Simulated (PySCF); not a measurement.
Predicted microwave data (PBE0-D3(BJ)/def2-SVP geometry optimisation, gas phase (PySCF 2.14.0)) for one isomer of C2H8Si2:

| Item | Value |
| --- | --- |
| Rotational constants | A = 6499, B = 2572, C = 1926 MHz |
| Dipole components | \|μa\| = 0.75 D, \|μb\| = 0.35 D, \|μc\| = 0.01 D |
| Inertial defect | -11.86 u·Å² |
| κ | -0.72 |

Problem. Which candidate fits, each taken in the one conformer that was computed?
A. `C1[SiH2]C[SiH2]1`
B. `[CH2:1]=[CH:2][SiH2:3][SiH3:4]` with C1–C2–Si3–Si4 -5°
C. `[SiH3]/C=C\[SiH3]`

Solution. B. It is C=C[SiH2][SiH3], an asymmetric top. The candidates at the same level (rigid rotor, commonest isotopes):

| SMILES | A (MHz) | B (MHz) | C (MHz) | μa (D) | μb (D) | μc (D) | Δ (u·Å²) | point group | rotor |
| --- | --- | --- | --- | --- | --- | --- | --- | --- | --- |
| C1[SiH2]C[SiH2]1 | 7140 | 3994 | 2824 | 0.00 | 0.00 | 0.00 | -18.33 | D2h | asymmetric top |
| [SiH3]/C=C\[SiH3] | 8602 | 2170 | 1806 | 0.12 | 0.77 | 0.00 | -11.84 | – | asymmetric top |
| C=C[SiH2][SiH3] | 6499 | 2572 | 1926 | 0.75 | 0.35 | 0.01 | -11.86 | near Cs | asymmetric top |

`[SiH3]/C=C\[SiH3]` has A 32 % too high; `C1[SiH2]C[SiH2]1` has B 55 % too high. No structure here is proved a minimum.
